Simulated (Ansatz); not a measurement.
Frontier orbitals of BClGeH4, SMILES `[BH2][GeH2][Cl]`.

Cartesian coordinates in Å:
```
B -0.584 0.856 -0.762
Ge 0.456 -0.518 0.355
Cl -0.595 -0.982 2.194
H -0.126 1.213 -1.806
H -1.626 1.300 -0.392
H 0.633 -1.862 -0.374
H 1.843 -0.007 0.785
```

Charge 0, multiplicity 1. Correlated methods include outer-core shells of Ge, which these sets cover unevenly. Scalar relativity is left out up to krypton. The geometry is a stationary point of PBE0-D4/def2-TZVP. Basis def2-TZVPP, the Gaussian-basis code of Ansatz.

| functional | HOMO (eV) | LUMO (eV) |
| --- | --- | --- |
| HSE06 (plane-wave form) | -7.81 | -3.21 |

Problem. Give HOMO and LUMO (eV) with LDA (SPW92), PBE, revPBE, BLYP, r2SCAN, B97M-V, PBE0, B3LYP, r2SCANh, r2SCAN0, BHLYP, CAM-B3LYP, LC-ωPBE, ωB97X-V, ωB97M-V, HF. (Best estimate.)

Solution. The calculation gave: 
| functional | HOMO | LUMO |
| --- | --- | --- |
| LDA (SPW92) | -7.02 | -4.10 |
| PBE | -6.93 | -3.83 |
| revPBE | -6.89 | -3.71 |
| BLYP | -6.78 | -3.66 |
| r2SCAN | -7.24 | -3.48 |
| B97M-V | -7.36 | -3.60 |
| PBE0 | -8.21 | -2.82 |
| B3LYP | -7.98 | -3.04 |
| r2SCANh | -7.71 | -3.14 |
| r2SCAN0 | -8.41 | -2.63 |
| BHLYP | -9.37 | -1.76 |
| CAM-B3LYP | -9.54 | -1.70 |
| LC-ωPBE | -10.92 | -0.48 |
| ωB97X-V | -10.56 | -0.59 |
| ωB97M-V | -10.38 | -0.85 |
| HF | -11.18 | 0.69 |

B3LYP here is the variant with VWN-RPA as its local correlation; programs differ in this. LC-ωPBE has ω = 0.4 bohr⁻¹.
